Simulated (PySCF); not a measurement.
A side-by-side comparison of computed properties.

First species: CH9O2PSi2.
Numbering: `[CH3:1][O:2][Si@@H:3]([PH2:4])[O:5][SiH3:6]` (hydrogens: H7, H8, H9 on C1; H10 on Si3; H11, H12 on P4; H13, H14, H15 on Si6)

Structure used (GFN2-xTB), in Å, numbered top down from 1:
```xyz
15
CH9O2PSi2 angstrom
C      1.6836    1.5736    0.0205
O      1.5071    0.1991    0.2076
Si     0.4029   -0.7347   -0.5196
P      0.5039   -2.5482    0.7581
O     -1.0708   -0.0570   -0.4671
Si    -2.2914    0.6044    0.3723
H      2.2659    1.7594   -0.8845
H      0.7187    2.0772   -0.0700
H      2.2212    1.9654    0.8843
H      0.5920   -0.8308   -1.9669
H     -0.3451   -3.2885   -0.0451
H      1.6344   -3.0656    0.1532
H     -2.8798    1.5286   -0.5947
H     -1.7616    1.3079    1.5406
H     -3.1854   -0.4828    0.7619
```

Second species: 2-butyne, C₄H₆.
SMILES: `CC#CC`

Levels: PBE0/def2-SVPD for dipole moment, HOMO energy, LUMO energy, HOMO–LUMO gap, static isotropic polarisability and electronic spatial extent ⟨r²⟩ about the centre of nuclear charge; TDDFT PBE0/def2-SVPD for lowest singlet excitation; TDA PBE0/def2-SVPD for lowest triplet excitation (Tamm–Dancoff); GFN2-xTB for rotational constant A and rotational constant C. Geometries: GFN2-xTB. Each structure is a single optimised conformer of the isolated species, non-relativistic unless stated; the electronic structure was computed with PySCF and density fitting.

The conformers computed, where there is a choice (atom-mapped SMILES and torsion angles):
- `[CH3:1][O:2][Si@@H:3]([PH2:4])[O:5][SiH3:6]`: C1–O2–Si3–P4 -165°, O2–Si3–O5–Si6 -54°, H–P4–Si3–O2 -174°, H–P4–Si3–O2 -80°

```csv
property,column X,column Y
dipole moment,1.13 D,0.00 D
HOMO energy,-7.41 eV,-7.14 eV
LUMO energy,-0.13 eV,0.79 eV
HOMO–LUMO gap,7.28 eV,7.93 eV
lowest singlet excitation,6.21 eV,6.69 eV
lowest triplet excitation (Tamm–Dancoff),5.56 eV,5.50 eV
static isotropic polarisability,96.0 au,48.7 au
electronic spatial extent ⟨r²⟩ about the centre of nuclear charge,1325 bohr²,396 bohr²
rotational constant A,1.938 GHz,79.730 GHz
rotational constant C,0.909 GHz,3.419 GHz
```

Problem. Which column belongs to which species?

Solution. Column X is the first species and column Y the second. The first has 15 atoms and 74 electrons, the second 10 and 30.

Problem. How does each property change from the first species to the second?

Solution. dipole moment -1.13 D; HOMO energy +0.27 eV; LUMO energy +0.92 eV; HOMO–LUMO gap +0.65 eV; lowest singlet excitation +0.48 eV; lowest triplet excitation (Tamm–Dancoff) -0.06 eV; static isotropic polarisability -47.3 au; electronic spatial extent ⟨r²⟩ about the centre of nuclear charge -929 bohr²; rotational constant A +77.792 GHz; rotational constant C +2.510 GHz.

On the first: The vertical singlet–triplet gap S1 − T1 is 0.65 eV (TDDFT singlet less Tamm–Dancoff triplet; S1: HOMO→LUMO, weight 0.88; T1: HOMO→LUMO, weight 0.51).

On the second: The principal polarisabilities are 37.3, 37.3 and 71.4 au; their mean is the isotropic value. The vertical singlet–triplet gap S1 − T1 is 1.19 eV (TDDFT singlet less Tamm–Dancoff triplet).
